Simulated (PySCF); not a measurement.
CH5ClGaNO, SMILES C[O][Ga]([NH2])[Cl]. Atoms are numbered in the order given.

```xyz
10

Ga    -0.0798     0.1411     0.0856
Cl     1.3054    -0.1107     1.6881
O      0.0199    -1.0436    -1.2339
C     -0.8302    -0.9746    -2.3544
H     -0.9149     0.0466    -2.7774
H     -0.4229    -1.6245    -3.1475
H     -1.8541    -1.3319    -2.1282
N     -1.2019     1.5478     0.0599
H     -1.3092     2.1563     0.8638
H     -1.9827     1.6224    -0.5821
```

Geometry: r2SCAN-D4/def2-SVP. The structure was generated by enumeration; whether it is a known compound was not checked. One conformer was computed; it need not be the lowest.

Calculation: TDA-PBE/def2-SVPD in PySCF 2.14.0.

Vertical excitations. The molecule is in vacuum.

```csv
state,energy (eV),λ (nm),f,main pairs
S1,4.68,265,0.006,HOMO→LUMO 97 %
S2,5.12,242,0.017,HOMO−1→LUMO 96 %
S3,5.39,230,0.016,HOMO−2→LUMO 89 %
S4,5.97,208,0.004,HOMO−3→LUMO 96 %
S5,6.17,201,0.103,"HOMO→LUMO+1 59 %, HOMO−2→LUMO+1 20 %"
S6,6.24,199,0.019,"HOMO−2→LUMO+1 35 %, HOMO→LUMO+2 24 %, HOMO−4→LUMO 22 %, HOMO−1→LUMO+1 11 %"
S7,6.26,198,0.017,"HOMO→LUMO+2 53 %, HOMO−2→LUMO+1 23 %, HOMO−1→LUMO+1 15 %"
S8,6.32,196,0.075,"HOMO−4→LUMO 69 %, HOMO→LUMO+2 22 %"
S9,6.57,189,0.070,"HOMO−1→LUMO+1 53 %, HOMO−2→LUMO+1 18 %, HOMO→LUMO+1 11 %"
S10,6.68,186,0.005,HOMO−1→LUMO+2 97 %
T1,4.38,283,0,HOMO→LUMO 99 %
T2,4.76,260,0,HOMO−1→LUMO 98 %
T3,5.07,245,0,HOMO−2→LUMO 98 %
T4,5.24,236,0,HOMO→LUMO+1 94 %
```
Triplets are in the Tamm–Dancoff approximation.
